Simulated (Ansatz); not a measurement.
`CO[SiH2]CS` + `[NH2][GeH3]` → `CO[SiH2][NH][GeH3]` + CH₃SH  (ligand exchange at the Si–C bond)

Program: Ansatz. Geometries: PBE0-D4/def2-TZVP. ΔE: electronic, gas phase. CBS: MP2 limit from def2 TZ/QZ plus the TZ coupled-cluster correction, frozen cores. This one scheme is used for every species. DFT in def2-TZVPP. B3LYP here is the variant with VWN-RPA as its local correlation; programs differ in this. For Ge outer-core shells are correlated without core-valence functions, which leaves a few kJ/mol of doubt a bond. Scalar relativity is left out up to krypton. One conformer a species, not always the lowest.

`CO[SiH2]CS`:

Cartesian coordinates in Å:
```
C 0.759 -0.406 2.017
O -0.075 -0.185 0.904
Si 0.427 0.586 -0.459
C -0.987 0.464 -1.669
S -1.469 -1.261 -1.950
H 1.655 -0.974 1.740
H 0.199 -0.981 2.756
H 1.072 0.538 2.477
H 1.647 -0.067 -1.007
H 0.742 2.013 -0.154
H -1.845 1.063 -1.357
H -0.655 0.845 -2.638
H -1.469 -1.636 -0.660
```

`[NH2][GeH3]`:

```xyz
7

N     0.461    0.074    1.064
Ge   -0.284   -0.219   -0.596
H     1.398    0.451    1.027
H    -0.095    0.676    1.657
H    -1.673   -0.831   -0.358
H    -0.443    1.054   -1.462
H     0.636   -1.204   -1.331
```

`CO[SiH2][NH][GeH3]`:

```xyz
14

C     1.222    2.013   -1.093
O     0.205    1.243   -0.501
Si    0.483    0.249    0.782
N    -0.877   -0.725    1.100
Ge   -1.485   -2.104    0.041
H     0.831    2.458   -2.009
H     2.096    1.403   -1.352
H     1.551    2.823   -0.430
H     0.778    1.061    1.994
H     1.648   -0.611    0.435
H    -1.549   -0.366    1.761
H    -2.667   -1.656   -0.838
H    -0.296   -2.523   -0.834
H    -1.939   -3.264    0.945
```

CH₃SH:

Z-matrix (Å, degrees):
```
C
S 1 1.806
H 1 1.089 2 111.5
H 1 1.089 2 111.5 3 -123.8
H 1 1.090 2 106.2 3 118.1
H 2 1.342 1 97.1 3 61.9
```

```tsv
level	ΔE (kcal/mol)	difference from CCSD(T)/CBS
PBE-D4	-15.4	2.3
r2SCAN-D4	-17.0	0.7
PBE0-D4	-16.4	1.3
B3LYP-D4	-17.6	0.1
ωB97X-V	-17.4	0.3
ωB97M-V	-17.3	0.4
B2PLYP	-18.1	-0.4
PBE	-15.5	2.2
r2SCAN	-17.0	0.7
HF/def2-TZVPP	-20.7	-3.0
MP2/def2-TZVPP	-18.0	-0.3
CCSD/def2-TZVPP	-18.3	-0.6
HF/def2-QZVPP	-20.9	-3.2
SCS-MP2/def2-QZVPP	-18.5	-0.8
MP2/CBS(def2)	-17.8	-0.1
CCSD/CBS(def2)	-18.1	-0.4
CCSD(T)/CBS	-17.7	0
```

Largest T1 diagnostic among the species: 0.011.

From PBE to PBE0 (25 % exact exchange), in def2-TZVPP and without D4, ΔE moves by −0.9 kcal/mol. In def2-TZVPP, CCSD(T) changes the Hartree–Fock value by +2.8 kcal/mol (the triples alone add +0.4 kcal/mol) and MP2 by +2.7 kcal/mol.
